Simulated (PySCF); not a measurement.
ClCu, singlet, geometry from GFN2-xTB (such geometries of metal compounds can be far from the true shape).

PySCF was given this input:
```python
from pyscf import gto, scf, dft, tdscf

mol = gto.M(
    atom='''
Cu   -0.00000000   -0.00000000   -0.75781345
Cl    0.00000000    0.00000000    1.29274059
''',
    basis='def2-svp',
    verbose=3,
)

mf = dft.RKS(mol)
mf.xc = 'm062x'
mf.kernel()
td = mf.TDA()
td.nstates = 5
td.kernel()
td.analyze()
```

Task: What does this run give for the HOMO energy, nuclear repulsion energy, total energy, number of basis functions, HOMO-LUMO gap?

Result: 
The HOMO energy is -8.31 eV and the nuclear repulsion energy is 127.2263 Eh. The total energy is -2100.3104 Eh and the number of basis functions is 49. The HOMO-LUMO gap is 6.46 eV.

Task: Roughly what does it cost on one core?

Result: roughly 29 core-seconds.
